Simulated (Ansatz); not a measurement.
C2H9NSSi can be A, `C[SiH](N)CS`, or B, `CC(N)([SiH3])S`.

Gas-phase electronic energies from Ansatz, PBE0-D4/def2-TZVP geometries. CCSD(T)/CBS adds triple-zeta CCSD(T) − MP2 to the extrapolated MP2 energy (def2 sets, frozen cores). DFT in def2-TZVPP. B3LYP here is the variant with VWN-RPA as its local correlation; programs differ in this. One conformer a species, not always the lowest.

A:

```xyz
14

C     0.2760   -0.6656   -1.6261
Si    0.6521    0.1442    0.0064
N     0.5701   -1.0675    1.2336
C    -0.6050    1.4749    0.4289
S    -2.2716    0.7916    0.6261
H     0.3272    0.0661   -2.4362
H     0.9942   -1.4585   -1.8501
H    -0.7286   -1.0940   -1.6195
H     1.9820    0.8280   -0.0588
H     0.8662   -0.8618    2.1747
H     0.7920   -2.0208    0.9957
H    -0.3130    2.0364    1.3206
H    -0.6539    2.1896   -0.3973
H    -1.8879   -0.3626    1.2021
```

B:

```xyz
14

C     0.884   -0.647    1.136
C    -0.126    0.068    0.250
N    -1.405   -0.574    0.372
Si    0.429    0.045   -1.564
S    -0.079    1.847    0.803
H     1.878   -0.205    1.051
H     0.578   -0.591    2.186
H     0.936   -1.701    0.855
H    -1.721   -0.576    1.337
H    -2.116   -0.116   -0.183
H     1.757    0.692   -1.695
H    -0.580    0.794   -2.364
H     0.504   -1.353   -2.070
H    -0.940    2.317   -0.114
```

**Question.** Which is lower in electronic energy at CCSD(T)/CBS, and by how much? (Best estimate.)

**Answer.** Computed: A, by 162.9 kJ/mol.

**Question.** Give E(B) − E(A) in kJ/mol with CCSD/def2-TZVPP, PBE-D4, ωB97M-V, HF/def2-TZVPP, CCSD(T)/def2-TZVPP, r2SCAN-D4, B3LYP-D4. (An estimate is asked.)

**Answer.** Computed: CCSD/def2-TZVPP 162.9, PBE-D4 153.0, ωB97M-V 165.9, HF/def2-TZVPP 171.9, CCSD(T)/def2-TZVPP 158.9, r2SCAN-D4 164.2, B3LYP-D4 161.5. None reverses the order clearly.

Largest T1 diagnostic: 0.011.

The D4 term adds −3.9 kJ/mol with B3LYP and −1.7 kJ/mol with PBE0; it sums over pairs of atoms, weighted by their polarisabilities, and B3LYP, whose exchange is more repulsive, gets the larger term. From PBE to PBE0 (25 % exact exchange), in def2-TZVPP and without D4, E(B) − E(A) moves by +7.0 kJ/mol.
